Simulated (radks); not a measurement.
Initial-state core-level shifts of the platinum ion Pt+ when its valence configuration changes from [Xe] 4f14 5d9. Calculated with a radial shooting solver on a logarithmic mesh with Libxc functionals: Dirac Kohn-Sham, BLYP, spin-unpolarised, spherical densities, finite nucleus; open shells are shared between the two j in proportion to 2j + 1; Fermi nuclear charge, rms radius 5.427 fm. Shifts are changes of the shell-averaged eigenvalues in eV (positive: less bound); the change of the density at the nucleus, which sets a Mossbauer isomer shift, is in e/bohr^3, on a base of 1.975e+06.

| valence | 1s | 2s | 4p | 5s | density at nucleus |
|---|---|---|---|---|---|
| 4f13.5 5d9.5 | -5.719 | -6.286 | -5.994 | -2.003 | +68.8 |
| 4f13 5d9 6s1 | -14.799 | -16.098 | -15.396 | -7.172 | +300.2 |
| 4f13 5d9 6p1 | -16.536 | -17.790 | -17.104 | -8.883 | +151.6 |
| 4f12.5 5d9.5 6p1 | -22.609 | -24.470 | -23.367 | -10.959 | +224.2 |
| 4f12.5 5d8.5 6p2 | -27.858 | -29.855 | -28.666 | -16.025 | +241.1 |
| 4f14 5d8 6p1 | -4.733 | -4.832 | -4.796 | -4.672 | +11.6 |
| 4f11.5 5d8.5 6s1 6p2 | -44.514 | -47.996 | -45.613 | -24.001 | +608.4 |
| 4f14 5d8 6s1 | -3.033 | -3.175 | -3.125 | -3.001 | +156.2 |
| 4f14 5d7 6s2 | -6.352 | -6.657 | -6.530 | -6.232 | +339.3 |
